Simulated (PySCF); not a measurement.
Job for PySCF: R-M06-2X/def2-TZVPP on ethylmethylamine (SMILES CCNC), a point of a torsion scan.

```python
from pyscf import gto, dft

mol = gto.M(
    atom='''
    C     1.85060548    0.47926396   -0.07670873
    C     0.56717062   -0.25025555    0.29763129
    N    -0.60468649    0.15131518   -0.47734755
    C    -0.66016830    1.51399866   -0.95929475
    H     2.67617151    0.05683048    0.49158889
    H     1.78374762    1.53872809    0.15394720
    H     2.06627767    0.35897860   -1.13541815
    H     0.69741946   -1.32605154    0.13623496
    H     0.40310832   -0.09580179    1.37907283
    H    -1.44318549   -0.07061750    0.04635713
    H    -0.58691806    2.27873301   -0.16887858
    H     0.14040677    1.67815587   -1.67758750
    H    -1.61043839    1.64937130   -1.47437006
    ''',
    basis='def2-tzvpp',
    charge=0, spin=0, verbose=4, max_memory=1800)
mf = dft.RKS(mol, xc='m062x').density_fit(auxbasis='def2-universal-jkfit')
mf.grids.level = 4
mf.conv_tol = 1e-9
mf.max_cycle = 150
mf.kernel()
mf.dip_moment()
```

Give the final energy of this run.

-174.4489 hartree.
